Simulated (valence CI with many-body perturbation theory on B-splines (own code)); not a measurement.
E1 line list for Ag32+

Computed by valence CI with perturbative core correlation (CI+MBPT): five valence electrons over a frozen Dirac-Fock core [Ne], radial functions for each j: 11 s, 11 p, 10 d, 8 f, 5 g, 2 h, with the one-electron correlation potential Σ1 (screened to all orders), the two-electron term Σ2, the three-electron term Σ3, Breit, model QED; selected single and double excitations, second order for the rest, scaled by the run's own slope (own B-spline code, finite nucleus).

The last digits are not significant, and no measured levels were compared; by estimate large intervals hold to a few tenths of a per cent, small ones and those within an open d or f shell to about a per cent. Among the levels kept, up to 4200 cm⁻¹ of a level comes from second order outside the variational space, and about a tenth of that is noise between levels of different J, which matters for small intervals.

Lines 51 to 100 of 586 in falling wavelength, among levels below 29.192 Ry, chosen from the strongest by gf and those to the six lowest levels. Wavelengths and rates use the calculated energies. Electric multipoles are in the length gauge, E1 and E2 with the static RPA response of the core. Weak lines are less certain than strong ones. Lines between different terms over intervals too small for the method are left out, as are lines whose strength nearly cancels. Where a level lies close to another of its J and parity, the split of strength between their lines is uncertain. The highest levels of a list are the least certain.

Levels are named by their leading jj configuration (3d3/2^4 stands for four electrons in 3d with j = 3/2), which in mixed levels can hold well under half, so a name can repeat and another be missing. Letters in brackets count levels of one name in rising energy.

```tsv
λ vac (Å)	Upper	Lower	A (s⁻¹)	S (a.u.) with core polarisation	S without
101.8	(3s 3p1/2 3p3/2^2 3d5/2) J=11/2	(3s^2 3p1/2 3p3/2 3d5/2) J=9/2	1.89e+10	1.18e-01	1.21e-01
101.4	(3s 3p1/2 3p3/2^3) J=3/2	(3s^2 3p1/2 3p3/2^2) J=3/2	1.10e+10	2.25e-02	2.31e-02
100.3	(3s 3p1/2 3p3/2^3) J=5/2	(3s^2 3p1/2 3p3/2^2) J=5/2	5.73e+09	1.71e-02	1.75e-02
100.2	(3s^2 3p1/2^2 3d3/2) J=3/2	(3s^2 3p1/2^2 3p3/2) J=3/2	1.03e+09	2.05e-03	2.10e-03
100.2	(3s 3p1/2^2 3p3/2 3d3/2) J=5/2 [a]	(3s 3p1/2^2 3p3/2^2) J=5/2	1.92e+09	5.72e-03	5.83e-03
99.74	(3s 3p1/2^2 3p3/2 3d3/2) J=3/2 [a]	(3s 3p1/2^2 3p3/2^2) J=5/2	2.79e+09	5.46e-03	5.57e-03
99.31	(3s^2 3p1/2 3p3/2 3d3/2) J=7/2	(3s^2 3p1/2 3p3/2^2) J=5/2	3.07e+08	1.19e-03	1.21e-03
99.04	(3s^2 3p1/2 3p3/2 3d3/2) J=3/2 [a]	(3s^2 3p1/2 3p3/2^2) J=3/2	4.77e+08	9.15e-04	9.35e-04
98.67	(3s 3p1/2^2 3p3/2 3d3/2) J=7/2	(3s 3p1/2^2 3p3/2^2) J=5/2	5.42e+08	2.05e-03	2.09e-03
98.65	(3s 3p1/2^2 3p3/2 3d5/2) J=7/2 [a]	(3s^2 3p1/2^2 3d5/2) J=5/2	5.27e+09	2.00e-02	2.04e-02
98.35	(3s^2 3p1/2 3p3/2 3d3/2) J=1/2 [a]	(3s^2 3p1/2 3p3/2^2) J=3/2	6.39e+08	6.00e-04	6.15e-04
97.49	(3s 3p1/2^2 3p3/2 3d3/2) J=5/2 [b]	(3s 3p1/2^2 3p3/2^2) J=3/2	7.91e+09	2.17e-02	2.22e-02
97.38	(3s 3p3/2^3 3d3/2) J=5/2	(3s^2 3p3/2^2 3d3/2) J=5/2	7.33e+09	2.00e-02	2.05e-02
97.28	(3s 3p3/2^3 3d5/2) J=5/2 [a]	(3s^2 3p3/2^2 3d5/2) J=7/2	9.76e+09	2.66e-02	2.72e-02
97.05	(3s^2 3p3/2^2 3d5/2) J=1/2	(3s^2 3p3/2^3) J=3/2	1.02e+10	9.18e-03	9.40e-03
96.92	(3s 3p1/2 3p3/2^3) J=1/2	(3s^2 3p1/2 3p3/2^2) J=1/2	7.47e+09	6.72e-03	6.88e-03
96.75	(3p1/2^2 3p3/2^2 3d5/2) J=9/2	(3s 3p1/2^2 3p3/2 3d5/2) J=7/2 [a]	1.05e+10	4.69e-02	4.78e-02
95.84	(3s^2 3p1/2 3p3/2 3d5/2) J=3/2 [a]	(3s^2 3p1/2 3p3/2^2) J=1/2	1.13e+09	1.97e-03	2.02e-03
95.48	(3s 3p1/2^2 3p3/2 3d3/2) J=3/2 [b]	(3s^2 3p1/2^2 3d3/2) J=3/2	1.63e+10	2.80e-02	2.86e-02
95.30	(3s 3p3/2^3 3d5/2) J=9/2	(3s^2 3p3/2^2 3d5/2) J=9/2	2.96e+10	1.26e-01	1.29e-01
95.19	(3s 3p1/2 3p3/2^3) J=5/2	(3s^2 3p1/2 3p3/2^2) J=3/2	1.53e+08	3.90e-04	4.00e-04
93.90	(3s 3p1/2 3p3/2^2 3d3/2) J=5/2 [d]	(3s^2 3p1/2 3p3/2 3d3/2) J=5/2 [b]	1.41e+10	3.46e-02	3.53e-02
93.50	(3s 3p1/2^2 3p3/2 3d5/2) J=7/2 [b]	(3s^2 3p1/2^2 3d5/2) J=5/2	4.80e+10	1.55e-01	1.58e-01
93.37	(3s 3p1/2 3p3/2^2 3d5/2) J=5/2 [b]	(3s^2 3p1/2 3p3/2 3d5/2) J=3/2 [a]	9.34e+09	2.25e-02	2.30e-02
93.27	(3s^2 3p1/2 3d3/2 3d5/2) J=5/2 [b]	(3s^2 3p1/2 3p3/2 3d5/2) J=3/2 [c]	8.72e+09	2.10e-02	2.14e-02
93.22	(3s 3p3/2^3 3d5/2) J=9/2	(3s^2 3p3/2^2 3d5/2) J=7/2	5.52e+10	2.21e-01	2.25e-01
93.13	(3s^2 3p1/2 3d3/2 3d5/2) J=5/2 [b]	(3s^2 3p1/2 3p3/2 3d5/2) J=5/2 [b]	8.82e+09	2.11e-02	2.16e-02
92.78	(3s^2 3p3/2 3d5/2^2) J=11/2	(3s^2 3p3/2^2 3d5/2) J=9/2	1.21e+10	5.71e-02	5.83e-02
92.59	(3s 3p1/2 3p3/2^2 3d5/2) J=7/2 [b]	(3s^2 3p1/2 3p3/2 3d5/2) J=5/2 [a]	1.75e+10	5.47e-02	5.60e-02
92.38	(3s 3p1/2 3p3/2^2 3d3/2) J=5/2 [e]	(3s^2 3p1/2 3p3/2 3d5/2) J=3/2 [b]	1.09e+10	2.54e-02	2.59e-02
92.31	(3s 3p1/2 3p3/2^2 3d5/2) J=9/2 [d]	(3s^2 3p1/2 3p3/2 3d5/2) J=9/2	1.36e+10	5.26e-02	5.38e-02
92.09	(3s 3p1/2 3p3/2^2 3d5/2) J=5/2 [e]	(3s^2 3p1/2 3p3/2 3d5/2) J=3/2 [c]	1.72e+10	3.97e-02	4.05e-02
91.96	(3s 3p1/2 3p3/2^2 3d3/2) J=7/2 [b]	(3s^2 3p1/2 3p3/2 3d3/2) J=7/2	1.65e+10	5.05e-02	5.16e-02
91.96	(3s 3p1/2 3p3/2^2 3d5/2) J=5/2 [e]	(3s^2 3p1/2 3p3/2 3d5/2) J=5/2 [b]	1.37e+10	3.15e-02	3.22e-02
91.71	(3s^2 3p3/2^2 3d3/2) J=1/2	(3s^2 3p3/2^3) J=3/2	8.55e+09	6.51e-03	6.67e-03
91.69	(3s^2 3p3/2 3d5/2^2) J=7/2 [a]	(3s^2 3p3/2^2 3d5/2) J=5/2 [a]	1.38e+10	4.19e-02	4.27e-02
91.49	(3s^2 3p1/2 3d5/2^2) J=7/2	(3s^2 3p1/2 3p3/2 3d5/2) J=5/2 [b]	9.68e+09	2.93e-02	2.99e-02
91.43	(3s^2 3p1/2 3d3/2 3d5/2) J=5/2 [b]	(3s^2 3p1/2 3p3/2 3d5/2) J=3/2 [b]	1.44e+10	3.26e-02	3.33e-02
91.42	(3s 3p1/2^2 3p3/2 3d3/2) J=3/2 [b]	(3s 3p1/2^2 3p3/2^2) J=5/2	1.21e+09	1.83e-03	1.86e-03
91.40	(3s^2 3p1/2 3d3/2^2) J=1/2	(3s^2 3p1/2 3p3/2 3d3/2) J=3/2 [b]	3.05e+10	2.30e-02	2.35e-02
91.40	(3s 3p1/2 3p3/2^2 3d5/2) J=3/2 [h]	(3s^2 3p3/2^2 3d5/2) J=1/2	2.72e+10	4.10e-02	4.19e-02
91.17	(3s^2 3p1/2 3p3/2 3d3/2) J=3/2 [b]	(3s^2 3p1/2 3p3/2^2) J=1/2	1.38e+09	2.07e-03	2.11e-03
91.10	(3s 3p1/2 3p3/2^2 3d3/2) J=7/2 [b]	(3s 3p1/2 3p3/2^3) J=5/2	6.44e+09	1.92e-02	1.96e-02
91.06	(3s^2 3p3/2^2 3d3/2) J=5/2	(3s^2 3p3/2^3) J=3/2	6.05e+09	1.35e-02	1.38e-02
91.04	(3s 3p3/2^3 3d5/2) J=5/2 [b]	(3s^2 3p3/2^2 3d5/2) J=5/2 [b]	3.28e+10	7.33e-02	7.49e-02
90.95	(3s 3p1/2^2 3p3/2^2) J=1/2	(3s^2 3p1/2^2 3p3/2) J=3/2	2.94e+10	2.19e-02	2.23e-02
90.55	(3s 3p1/2 3p3/2^2 3d5/2) J=7/2 [e]	(3s^2 3p1/2 3p3/2 3d5/2) J=7/2 [b]	4.17e+10	1.22e-01	1.25e-01
90.30	(3s 3p1/2 3p3/2^2 3d5/2) J=5/2 [e]	(3s^2 3p1/2 3p3/2 3d5/2) J=3/2 [b]	1.23e+10	2.69e-02	2.75e-02
90.25	(3s 3p1/2 3p3/2^2 3d5/2) J=5/2 [c]	(3s^2 3p1/2 3p3/2 3d5/2) J=3/2 [a]	2.30e+10	5.01e-02	5.12e-02
90.16	(3s 3p1/2 3p3/2^2 3d3/2) J=1/2 [c]	(3s^2 3p1/2 3p3/2 3d3/2) J=3/2 [a]	3.87e+10	2.80e-02	2.86e-02
```
